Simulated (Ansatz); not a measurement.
Na2Br3, relaxed as a doublet with UKS PBE0-D4/def2-SVP in Ansatz, starting from the GFN1-xTB geometry. Force threshold 0.02 eV/Å.

The relaxation made no stability test and no search for a lower SCF solution. The structure comes from a short search, and lower isomers may exist.

Start:

Cartesian coordinates in Å:
```
Na 0.2485 -1.5500 -0.4348
Na 0.0778 1.5744 0.4185
Br -1.1972 -0.5148 1.6600
Br 2.3265 0.1617 -0.1566
Br -1.4556 0.3286 -1.4871
```

Q: Estimate the energy that the relaxation releases and the steps that it takes.

A: 26.9 kJ/mol, in 5 steps; 14 s on 4 threads of Intel Xeon Platinum 8488C on a shared host. No frequencies were taken in this run, so the end may be a saddle point.

Q: Does the start keep its bonding and symmetry?

A: By distances, no bond broke or formed. The bond that changes most is Na2–Br5, from 2.74 to 2.90 Å (atoms count from 1). The end is the same structure that another start reached, the lowest one found. Point group C2v at the start, C2v at the end, both within 0.05 Å.

Q: Predict the relaxed structure.

A: 
```xyz
5

Na    0.4187   -1.5427   -0.4488
Na    0.2534    1.5899    0.4055
Br   -1.4453   -0.4854    1.5010
Br    2.4535    0.1731   -0.1602
Br   -1.6803    0.2651   -1.2976
```
Bond lengths (bridged metal pairs left out): 6 × Br–Na 2.68 to 2.90 Å.
